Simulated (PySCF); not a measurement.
GaF3, SMILES [F][Ga]([F])[F].

The structure is a stationary point at B3LYP-D3(BJ)/def2-SVP. The isomer is the one that the SMILES or the coordinates give; other isomers of the formula were not compared.

Method: TDDFT-LC-ωPBE/def2-SVPD (PySCF).

Vertical excitations; the highest root listed may be one member of a degenerate set. Gas-phase values at a fixed geometry. State labels are in the subgroup C2v.

Computed excitation energies, oscillator strengths and character:
```tsv
state	symmetry	energy (eV)	λ (nm)	f	main pairs
S1	B1	8.07	154	0.000	HOMO→LUMO 90 %
S2	B2	8.24	150	0.000	HOMO−3→LUMO (degenerate set)
S3	A2	8.24	150	0.000	HOMO−4→LUMO (degenerate set)
S4	A1	8.35	149	0.085	HOMO−1→LUMO (degenerate set)
S5	B1	8.35	149	0.085	HOMO−2→LUMO (degenerate set)
S6	B2	9.09	136	0.118	HOMO−5→LUMO 89 %
S7	A2	9.75	127	0.000	HOMO→LUMO+1 97 %
S8	B1	9.76	127	0.016	HOMO−6→LUMO, HOMO−4→LUMO+1 (degenerate set)
S9	A1	9.76	127	0.016	HOMO−7→LUMO, HOMO−3→LUMO+1 (degenerate set)
S10	A2	9.81	126	0.000	HOMO−2→LUMO+1 97 %
T1	B1	7.63	162	0	HOMO→LUMO 87 %
T2	A1	7.67	162	0	HOMO−1→LUMO (degenerate set)
T3	B1	7.67	162	0	HOMO−2→LUMO (degenerate set)
T4	B2	7.79	159	0	HOMO−3→LUMO 87 %
```
Triplets are in the Tamm–Dancoff approximation, which puts them higher than full response would, so one can lie above its singlet here.
